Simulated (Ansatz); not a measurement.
Reactions of `C[Si](C)(C)[O][Ge]([CH3])([CH3])[Cl]`.

Calculated with Ansatz (gas phase, PBE0-D4/def2-TZVP geometries, no zero-point term in ΔE). CCSD(T)/CBS adds triple-zeta CCSD(T) − MP2 to the extrapolated MP2 energy (def2 sets, frozen cores). This one scheme is used for every species, atoms too. DFT in def2-TZVPP. No spin–orbit coupling; open shells (•) take unrestricted orbitals. Spin–orbit coupling would lower the free atoms: a little for C, Cl, O, Si; clearly for Ge. For Ge, Se outer-core shells are correlated without core-valence functions, so the limit isn't a true one: a few kJ/mol of doubt a bond, and 10 to 20 or more in all where bonds break to atoms. Scalar relativity is left out up to krypton. Each species was taken in one conformer, which may not be the lowest.

| reaction | B2PLYP (kJ/mol) | CCSD/CBS(def2) (kJ/mol) | MP2/CBS(def2) (kJ/mol) | ωB97X-V (kJ/mol) |
| --- | --- | --- | --- | --- |
| `C[Si](C)(C)[O][Ge]([CH3])([CH3])[Cl]` + CH₄ → `[CH3][Ge]([CH3])([CH3])[Cl]` + `C[Si](C)(C)O` | 74 | 74 | 75 | 77 |
| `C[Si](C)(C)[O][Ge]([CH3])([CH3])[Cl]` + `CC(C)N` → `CC(C)[NH][Ge]([CH3])([CH3])[Cl]` + `C[Si](C)(C)O` | 41 | 40 | 37 | 42 |
| `C[Si](C)(C)[O][Ge]([CH3])([CH3])[Cl]` + H₂Se → `[CH3][Ge]([CH3])([Cl])[SeH]` + `C[Si](C)(C)O` | -6 | -2 | -8 | 2 |
| `C[Si](C)(C)[O][Ge]([CH3])([CH3])[Cl]` → 5 C• + Cl• + Ge• + 15 H• + O• + Si• | 9079 | 9092 | 9304 | 9215 |
| `C[Si](C)(C)[O][Ge]([CH3])([CH3])[Cl]` + H₂ → `[CH3][GeH]([CH3])[Cl]` + `C[Si](C)(C)O` | 39 | 43 | 55 | 46 |
| `C[Si](C)(C)[O][Ge]([CH3])([CH3])[Cl]` + H–F → `[CH3][Ge]([CH3])([F])[Cl]` + `C[Si](C)(C)O` | -23 | -10 | -3 | -18 |

Task: Give the CCSD(T)/CBS values in the same order. (Estimate.)

Result: Computed: 75, 39, -2, 9205, 49, -6 kJ/mol.

Largest T1 diagnostic: 0.012, for Si•.
